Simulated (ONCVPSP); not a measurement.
## Before and after: ONCV potential for silver (Ag)

| Item | Value |
| --- | --- |
| Element | silver (Ag) |
| Generator | ONCVPSP 4.0.1 |
| Type | optimised norm-conserving Vanderbilt (ONCV) |
| Functional | PBEsol |
| Relativity | scalar-relativistic |
| Frozen core | [Kr] |
| Valence charge | 11 |
| Reference configuration | 4d10 5s1 |
| Partial waves | 5s: rc 2.35 bohr, ncon 4, nbas 7, qcut 2.7 1/bohr, 3 projectors, debl 2.3 Ha; p scattering state at 0.04 Ha: rc 2.10 bohr, ncon 4, nbas 7, qcut 3.5 1/bohr, 2 projectors, debl 3.8 Ha; 4d: rc 1.90 bohr, ncon 3, nbas 8, qcut 7.9 1/bohr, local |
| Local potential | the d channel |
| Core correction | Teter function fitted to the true core (icmod 2), fcfact 0.45 |

All-electron outer shells of the reference configuration (PBEsol, scalar-relativistic, ld1.x):

```
shell  level (eV)  outermost node (bohr)  outermost maximum (bohr)
   4p      -58.51                   0.44                      0.87
   4d       -7.45                   0.43                      1.04
   5s       -4.42                   1.11                      2.49
```

Change: core correction Teter function fitted to the true core (icmod 2), fcfact 1.22.

Cutoffs: the cutoffs (Ha) at which the residual kinetic energy of the hardest occupied pseudo-wave falls to 1 and 0.1 mHa per electron; they do not see the model core or the augmentation charge, which bear on the density cutoff. Errors are all-electron minus pseudo energies relative to the spin-unpolarised reference configuration.

How do hardness, ghosts and transferability respond?

The potential gets neither clearly harder nor softer (23 Ha and 26 Ha → 23 Ha and 26 Ha); of the 4 tests that both files solve, the error grows in 0 and shrinks in 3 by more than 15 % and 0.3 meV (median size 46.0 → 38.2 meV); neither file shows a bound ghost. A model core, the more so a compact one, raises the density cutoff, which this test does not measure.

```tsv
quantity	base	changed
cutoff, loose	23 Ha	23 Ha
cutoff, tight	26 Ha	26 Ha
bound ghosts	none	none
GHOST(+) flags under 300 eV	s at 67.8 eV, p at 86.2 eV	s at 67.8 eV, p at 86.2 eV
error for 4d10 5s0, meV [ΔE 7.75 eV]	-4.5	-3.7
error for 4d9 5s0, meV [ΔE 29.86 eV]	-34	-22
error for 4d8 5s0, meV [ΔE 66.04 eV]	-271	-222
error for 4d9 5s1, meV [ΔE 13.16 eV]	-58	-55
s: phases at 2.39 bohr within 0.05 rad from the reference energy up to (Ha; the scan ends near 5)	to the end of the scan	to the end of the scan
p: phases at 2.13 bohr within 0.05 rad from the reference energy up to (Ha; the scan ends near 5)	2.9	2.9
d: phases at 1.93 bohr within 0.05 rad from the reference energy up to (Ha; the scan ends near 5)	1.0	1.0
rms error of d²Exc/dni dnj with the model core, mHa	1.01	0.84
```
